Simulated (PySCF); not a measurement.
# Shifts of the heteroatoms

Bonds (- single, = double, # triple, : aromatic): Si1-Si2, Si2-Si3, Si2-Si4, Si2-Si5. Si1 carries H6, H7, H8; Si3 carries H9, H10, H11; Si4 carries H12, H13, H14; Si5 carries H15, H16, H17.

[PySCF: shielding tensors at PBE0/pcSseg-1 (GIAO); structure optimised with GFN2-xTB; non-relativistic Hamiltonian; a single conformation; in vacuum; rapidly exchanging positions averaged]

Where does 29Si resonate?

Results:


| atoms | environment | σ (ppm) | δ (ppm) |
| --- | --- | --- | --- |
| Si1/Si3/Si4/Si5 | silicon bonded to Si, 3 H | 457.3 | -95.9 |
| Si2 | silicon bonded to 4 Si | 516.5 | -144.6 |

Shieldings were converted by a linear fit to measured shifts: 29Si: δ = 279.94 − 0.822σ (rms 8.9 ppm, 72 shifts, 25.8 ppm with the 6 outliers that the fit left out vs TMS, solution or neat liquid). Occasional misses reach two or three times the rms, and more in compound classes unlike the fitted ones.

On a 500 MHz spectrometer 29Si resonates near 99.3 MHz, so 1 ppm is 99.3 Hz.
